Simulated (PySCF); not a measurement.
Ga(All)(H)2 (C₃H₇Ga), SMILES C=C[CH2][GaH2]. Geometry optimised at B3LYP-D3(BJ)/def2-SVP. The structure was generated by enumeration; whether it is a known compound was not checked. One conformer was computed; it need not be the lowest.

Computed equilibrium geometry at B3LYP-D3(BJ)/def2-SVP (PySCF confirms it by a frequency run) as a Z-matrix (one conformer of several):
```
C
C 1 1.3521
H 2 1.0923 1 121.23
H 2 1.0950 3 117.17 1 177.42
H 1 1.0979 2 117.59 3 -2.60
C 1 1.4881 5 116.29 2 172.64
H 6 1.0961 1 113.66 5 21.69
H 6 1.0983 7 111.30 1 -130.14
Ga 6 2.0124 7 116.54 8 -127.26
H 9 1.5703 6 116.15 7 147.13
H 9 1.5706 10 123.60 6 -170.65
```
Charge 0, spin multiplicity 1.
